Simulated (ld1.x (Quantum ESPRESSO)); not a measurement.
**Plane-wave convergence, TM potential for Sn (Z = 50)**

ld1.x (Quantum ESPRESSO) 7.5 input, shortened:

```
&input
   title='Sn', zed=50., rel=1, dft='PBE', iswitch=3,
   config='[Kr] 4d10 5s2 5p2'
 /
 &inputp
   pseudotype=2, tm=.true., lloc=2,
   nlcc=.false.
 /
3
5S  1  0   2.00   0.00  1.75  1.75  0.0
5P  2  1   2.00   0.00  2.75  2.75  0.0
4D  3  2  10.00   0.00  1.20  1.20  0.0
 &test
   configts(1)='4d10 5s2 5p2'
 /
```

The pseudo-atom Hamiltonian at the reference potential is diagonalised in spherical Bessel functions j_l(qr) that vanish at 20 bohr, with q² up to the cutoff. All-electron valence levels (Ry): 5s -0.7753, 5p -0.2715, 4d -1.8991.

Task: How do the lowest levels (Ry) of each channel move with the cutoff, and are there ghosts?

Result:

```csv
cutoff (Ry),s #1,s #2,s #3,p #1,p #2,d #1,d #2,f #1,f #2,Σ f·Δε (mRy)
8,-1.4852,-0.7542,-0.0318,-0.2694,0.0223,-0.0287,0.0666,0.1045,0.2236,18751.4
15,-6.8723,-0.7608,-0.0330,-0.2716,0.0222,-0.3498,0.0533,0.1045,0.2236,15522.8
30,-12.3708,-0.7743,-0.0333,-2.9783,-0.2715,-1.2224,0.0481,0.1045,0.2236,6769.7
45,-13.3044,-0.7748,-0.0334,-4.3005,-0.2715,-1.6911,0.0467,0.1045,0.2236,2081.7
60,-13.4395,-0.7752,-0.0335,-4.6270,-0.2715,-1.8516,0.0462,0.1045,0.2236,475.8
90,-13.4605,-0.7753,-0.0335,-4.7263,-0.2715,-1.8978,0.0461,0.1045,0.2236,14.1
140,-13.4630,-0.7753,-0.0335,-4.7280,-0.2715,-1.8990,0.0461,0.1045,0.2236,1.3
200,-13.4633,-0.7753,-0.0335,-4.7285,-0.2715,-1.8991,0.0461,0.1045,0.2236,0.1
400,-13.4633,-0.7753,-0.0335,-4.7285,-0.2715,-1.8992,0.0461,0.1045,0.2236,0.0
```

Result: ghost states, extra bound levels that the all-electron valence spectrum of the same l lacks: s at -183.2 eV, p at -64.3 eV (a true bound ghost makes a file unfit for plane-wave use); 10 mRy is reached at 100 Ry and 1 mRy at 160 Ry.

1 of 7 tests not solved or not reliable.
